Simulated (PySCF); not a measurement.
**Multinuclear NMR of C$_{3}$H$_{5}$F$_{3}$O$_{2}$Si**

Bonds (- single, = double, # triple, : aromatic): C1=C2 1.324 Å, C2-O3 1.331 Å, O3-Si4 1.650 Å, Si4-O5 1.609 Å, C2-C6 1.517 Å, C6-F7 1.341 Å, C6-F8 1.338 Å, C6-F9 1.343 Å. C1 carries H10, H11; Si4 carries H12, H13; O5 carries H14. H11 is cis to O3; H10 is trans to O3.

[PySCF 2.14: structure optimised with GFN2-xTB; shielding tensors at PBE0/pcSseg-1 (GIAO); non-relativistic; one computed conformer; in vacuum; fast rotation and ring inversion assumed for equivalent nuclei]

**Question.** Predict the ¹⁹F NMR data.

**Answer.** 
```tsv
atoms	environment	σ (ppm)	δ (ppm)
F7/F8/F9	fluorine of a CF3 group	259.4	-73.4
```

Shieldings were converted by a linear fit to measured shifts: ¹⁹F (scatter 6.0 ppm rms, 7.0 ppm with the 5 outliers that the fit left out vs CFCl3, solution or neat liquid, with a term for F on sp3 carbon). Occasional misses reach two or three times the rms, and more in compound classes unlike the fitted ones.

On a 500 MHz spectrometer ¹⁹F resonates near 470.5 MHz, so 1 ppm is 470.5 Hz.

**Question.** Where does ²⁹Si resonate?

**Answer.** 
```csv
atoms,environment,σ (ppm),δ (ppm)
Si4,"silicon bonded to 2 O, 2 H",380.3,-32.6
```

Shieldings were converted by a linear fit to measured shifts: ²⁹Si: δ = 279.94 − 0.822σ (rms 8.9 ppm, 72 shifts, 25.8 ppm with the 6 outliers that the fit left out vs TMS, solution or neat liquid). Occasional misses reach two or three times the rms, and more in compound classes unlike the fitted ones.

On a 400 MHz spectrometer ²⁹Si resonates near 79.5 MHz, so 1 ppm is 79.5 Hz.

**Question.** Where does ¹⁷O resonate?

**Answer.** 
```csv
atoms,environment,σ (ppm),δ (ppm)
O3,"oxygen bonded to C, Si",213.8,71.9
O5,"oxygen bonded to Si, H",310.6,-16.2
```

Shieldings were converted by a linear fit to measured shifts: ¹⁷O: δ = 266.70 − 0.911σ (rms 10.7 ppm, 155 shifts, 12.2 ppm with the 3 outliers that the fit left out vs liquid water, solution or neat liquid). A few per cent of atoms miss by over 2 rms, more outside the fitted compound classes.

On a 500 MHz spectrometer ¹⁷O resonates near 67.8 MHz, so 1 ppm is 67.8 Hz.
